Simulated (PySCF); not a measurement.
C₃H₈FNSi.
Atom-mapped SMILES: `[CH2:1]=[N:2][Si@H:3]([F:4])[CH2:5][CH3:6]` (hydrogens: H7, H8 on C1; H9 on Si3; H10, H11 on C5; H12, H13, H14 on C6)

Computed by this run: PySCF, PBE0-D3(BJ)/def2-SVP geometry optimisation, gas phase; density fitting, grid level 1; the optimiser is geomeTRIC in internal coordinates, started from a GFN2-xTB structure with every atom displaced at random (about 0.01 Å).

Step 2: E = -15308.1758 eV
```
atom  x, y, z in Å  |  force x, y, z in eV/Å
C1      2.3406   -0.6655   -0.3575   -0.193   0.403  -0.118
N2      1.6325   -0.5340    0.6730    0.099  -0.396   0.243
Si3     0.5218    0.6820    1.2087   -0.068   0.057  -0.063
F4      0.8485    0.9387    2.7780    0.025  -0.004   0.034
C5     -1.2039    0.0037    1.0354   -0.025  -0.028   0.003
C6     -1.6731   -0.1428   -0.4107    0.010   0.011   0.015
H7      2.3678    0.1116   -1.1523    0.189  -0.126  -0.154
H8      2.9726   -1.5614   -0.5299   -0.077   0.077   0.067
H9      0.6853    2.0055    0.5301    0.021  -0.011  -0.018
H10    -1.2255   -0.9707    1.5533    0.015   0.013   0.005
H11    -1.8804    0.6656    1.6036   -0.005   0.007  -0.009
H12    -1.0150   -0.8152   -0.9841    0.003  -0.001   0.005
H13    -1.6891    0.8268   -0.9338    0.006  -0.002  -0.006
H14    -2.6906   -0.5591   -0.4660    0.001   0.000  -0.003
```

Step 3: E = -15308.1880 eV
```
atom  x, y, z in Å  |  force x, y, z in eV/Å
C1      2.3226   -0.6459   -0.3596   -0.128   0.237  -0.006
N2      1.6204   -0.5448    0.6813    0.180  -0.259  -0.110
Si3     0.5161    0.6772    1.2132    0.015   0.124   0.040
F4      0.8573    0.9285    2.7824   -0.031   0.012  -0.019
C5     -1.2099    0.0056    1.0398   -0.047   0.027   0.009
C6     -1.6659   -0.1502   -0.4099   -0.017   0.036   0.010
H7      2.3847    0.1241   -1.1625   -0.030   0.000   0.057
H8      2.9433   -1.5393   -0.5418    0.070  -0.128   0.022
H9      0.7038    1.9936    0.5258   -0.024  -0.009   0.002
H10    -1.2374   -0.9635    1.5664    0.012   0.002   0.006
H11    -1.8829    0.6780    1.6010   -0.022  -0.019  -0.041
H12    -1.0071   -0.8316   -0.9708    0.019  -0.016   0.007
H13    -1.6680    0.8145   -0.9437   -0.003  -0.018   0.017
H14    -2.6854   -0.5610   -0.4743    0.006   0.012   0.006
```

Task: Estimate the geometry and energy of step 4. (The exact step hangs on the optimiser's Hessian estimate; all steps are aligned on step 3, rigid shifts and turns removed.)

Result: E = -15308.1930 eV, largest force 0.145 eV/Å
```
atom  x, y, z in Å  |  force x, y, z in eV/Å
C1      2.3170   -0.6383   -0.3632    0.016   0.117  -0.042
N2      1.6196   -0.5644    0.6821    0.025  -0.143   0.007
Si3     0.5189    0.6678    1.2148    0.005   0.077   0.028
F4      0.8575    0.9250    2.7836   -0.017  -0.001  -0.025
C5     -1.2141    0.0104    1.0418   -0.009   0.031   0.029
C6     -1.6622   -0.1547   -0.4081    0.003  -0.006  -0.013
H7      2.3775    0.1499   -1.1473   -0.035   0.010   0.034
H8      2.9422   -1.5275   -0.5616    0.032  -0.067  -0.007
H9      0.7142    1.9785    0.5197   -0.009  -0.002  -0.005
H10    -1.2504   -0.9533    1.5774    0.000  -0.004   0.005
H11    -1.8874    0.6924    1.5902   -0.008  -0.009  -0.017
H12    -1.0045   -0.8482   -0.9559    0.000  -0.006  -0.001
H13    -1.6518    0.8042   -0.9511   -0.002  -0.003   0.006
H14    -2.6849   -0.5566   -0.4749    0.000   0.006   0.002
```

The energy changes by -0.0050 eV. The first-order estimate −F·Δx gives -0.0060 eV and the mean of the old and new forces, exact on a quadratic surface, -0.0049 eV. The step makes an angle of 79° with the force vector and moves no atom by more than 0.031 Å.

The cost below is that of the whole optimisation. On an Arm Neoverse V1 with one thread, no GPU, shared host with 32 logical CPUs at a one-minute load of 28, this took 78 s and 0.50 GiB of memory at its peak.
